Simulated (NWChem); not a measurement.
C$_{2}$H$_{7}$BO; SMILES BOCC

```xyz
11

B     -0.1928     1.8107    -0.2613
H      0.2125     1.8588    -1.4069
H     -0.7515     2.7400     0.2731
O     -0.0298     0.6991     0.4666
C      0.5934    -0.4707    -0.0298
C     -0.3902    -1.6170    -0.0777
H      1.0195    -0.2708    -1.0289
H      1.4279    -0.7095     0.6499
H     -1.2038    -1.4099    -0.7894
H      0.1156    -2.5422    -0.3926
H     -0.8367    -1.7866     0.9133
```
Atoms are numbered in this order, from 1.

Results from NWChem. Pople sets run with spherical d functions. Geometry: optimised at PBE0/def2-SVP. Ions are spin-unrestricted doublets at the neutral geometry; other ion states weren't tried. Functional: LC-ωPBE (HJS hole) with 6-31G*; rows give the range parameter ω in 1/bohr.

Q: At which range parameter does −ε(HOMO) equal the ΔSCF ionisation energy (optimal tuning)?

A: about 0.45 per bohr, by linear interpolation in these runs:
```
range parameter (1/bohr)  vertical ionisation energy, ΔSCF (eV)  −ε(HOMO) (eV)  ΔSCF minus −ε(HOMO) (eV)
------------------------  -------------------------------------  -------------  ------------------------
0.10                                                      10.38           8.25                      2.13
0.25                                                      10.77          10.00                      0.77
0.30                                                      10.92          10.44                      0.48
0.60                                                      11.55          12.04                     -0.49
0.80                                                      11.70          12.51                     -0.81
```
